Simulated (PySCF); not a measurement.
## How methods differ on the interval between two levels of Tc⁺

Tc⁺ [Kr] 4d5 5s1 [7S3, M_J = 3] → Tc⁺ [Kr] 4d4 5s1 5p1 [7F6, M_J = 6], as a difference of total energies. All numbers are calculated (PySCF 2.14, the two-component X2C-1e Hamiltonian, in x2c-SVPall-2c with one added diffuse shell each of s, p, d type (7s9p7d1f, 76 functions)). Correlated levels: [Ar] 3d10 frozen; the 6 highest virtual spinors dropped. "Screened" scales the spin-orbit matrix elements by Boettger's factors to mimic the two-electron term; Breit and QED terms are absent.

```
                    method  interval between two levels (cm⁻¹)
           GHF (spin-free)                               66675
          GMP2 (spin-free)                               69841
 GHF (screened spin-orbit)                               68402
GMP2 (screened spin-orbit)                               71600
```

The labels give the starting determinants; with spin-orbit coupling the two ends relaxed to ⟨J²⟩ = 12.00, ⟨L²⟩ = 0.02, ⟨S²⟩ = 11.99 and ⟨J²⟩ = 42.03, ⟨L²⟩ = 12.10, ⟨S²⟩ = 11.96.
